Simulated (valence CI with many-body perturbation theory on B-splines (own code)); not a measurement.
Results of a calculation; reference values are marked as such.
**As XII in three bases**

Method: relativistic CI+MBPT: four valence electrons over a frozen Dirac-Fock core [Ar], radial functions for each j: 7 s, 7 p, 8 d, 6 f, 4 g, 1 h, with the one-electron correlation potential Σ1, the two-electron term Σ2, the three-electron term Σ3, Breit, model QED; selected CI, second order for the rest, scaled by the run's own slope (own B-spline code, finite nucleus).

No measured spectrum was set against this ion. As an estimate, terms of the open shell hold to 2 to 4 % of their energy, and close levels can change places. Only levels of the ground parity were solved; by the run's estimate the other parity begins above the list, which can be wrong where configurations are misplaced.

The reference run has the lowest level 3d⁴ ⁵D_0 and an ionisation energy of 333.317 eV. Its largest variational space holds 16650 state functions.

Names give the largest LS component (configuration and term), which can be under half, so a name can repeat, a term be missing and a line seem to break the LS rules; names also repeat where a configuration has a term twice. Letters in brackets count levels of one name in rising energy.

Changed runs:
A. basis 6 s, 6 p, 5 d, 5 f, 1 g
B. basis 5 s, 5 p, 4 d, 4 f

Excitation energies of the reference run in cm⁻¹, and shifts in cm⁻¹:

```
                 Level  Reference       A       B
              3d⁴ ⁵D_1       1130    -7.2     -13
              3d⁴ ⁵D_2       3006     -12     -23
              3d⁴ ⁵D_3       5334     -17     -25
              3d⁴ ⁵D_4       7934     -16     -21
          3d⁴ ³P_0 [a]      42924    +479   +1020
              3d⁴ ³H_4      45966    +299    +941
              3d⁴ ³H_5      48657    +275    +921
          3d⁴ ³P_1 [a]      48973    +463   +1031
              3d⁴ ³H_6      50651    +274    +927
          3d⁴ ³F_3 [a]      51987    +376   +1006
          3d⁴ ³F_2 [a]      52622    +406   +1015
          3d⁴ ³F_4 [a]      53610    +362    +984
Ionisation energy (eV)    333.317  -0.087  -0.124
```
